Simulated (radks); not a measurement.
Species: As+. Configuration: [Ar] 3d10 4s2 4p2 (the NIST ground configuration). Calculated with a radial shooting solver on a logarithmic mesh with Libxc functionals: Dirac Kohn-Sham, PBE, spin-unpolarised, spherical densities, finite nucleus; open shells are shared between the two j in proportion to 2j + 1; Fermi nuclear charge, rms radius 4.0968 fm.

Spin-orbit splittings of the eigenvalues, e(l+1/2) - e(l-1/2), with zeta = 2 splitting/(2l+1) and mean radii in bohr:

shell  occ.  splitting (eV)  zeta (eV)  <r> j=l-1/2  <r> j=l+1/2
2p        6           36.56      24.38       0.1746       0.1783
3p        6           5.023      3.349       0.6099       0.6205
3d       10          0.7294     0.2917       0.6745       0.6792
4p        2          0.3344     0.2230        2.288        2.326
